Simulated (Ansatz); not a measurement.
C$_{2}$H$_{5}$Be (SMILES [Be][CH2]C), doublet, at a GFN2-xTB geometry (such geometries of metal compounds can be far from the true shape) (the spin is typed, not shown lowest). Base run: HF/3-21G run with Ansatz (a first-principles code).

Geometry (Å):
```xyz
8

Be     0.8593     1.2723     0.9328
C      0.5608    -0.2506     0.1423
C     -0.8435    -0.2225    -0.4727
H      0.6102    -1.1188     0.8091
H      1.2673    -0.4840    -0.6621
H     -0.9376     0.5796    -1.2050
H     -1.6056    -0.0658     0.2909
H     -1.0751    -1.1620    -0.9815
```
Charge 0, spin multiplicity 2.
Orbitals are unrestricted.
All else is at Ansatz's defaults.

The base run was repeated with changes; each row names its change, and settings that it needs were set with it.

```csv
change,basis functions,E (Eh)
base,37,-92.71128
basis = cc-pVDZ-DK; relativity = spin-free X2C; nucleus = Gaussian,67,-93.26495
basis = cc-pVDZ-DK; relativity = none,67,-93.23146
basis = x2c-SVPall; relativity = spin-free X2C,62,-93.18547
basis = ANO-RCC-VDZP; relativity = none,67,-93.25235
basis = ANO-RCC-VDZP; relativity = spin-free X2C; nucleus = Gaussian,67,-93.28727
basis = x2c-SVPall; relativity = none,62,-93.15414
basis = x2c-SVPall; relativity = spin-free X2C; nucleus = Gaussian,62,-93.18546
basis = ANO-RCC-VDZP; relativity = spin-free X2C,67,-93.28728
basis = cc-pVDZ-DK; relativity = spin-free X2C,67,-93.26496
```

Absolute energies of different levels of theory aren't comparable as measures of quality.

Ansatz warned in this series: the basis is contracted for relativity, which the run leaves out.

Basis sets contracted for a relativistic Hamiltonian are a mismatch without it, so the rows without relativity aren't non-relativistic limits. No row has spin-orbit coupling; sets with core potentials leave out the core electrons.
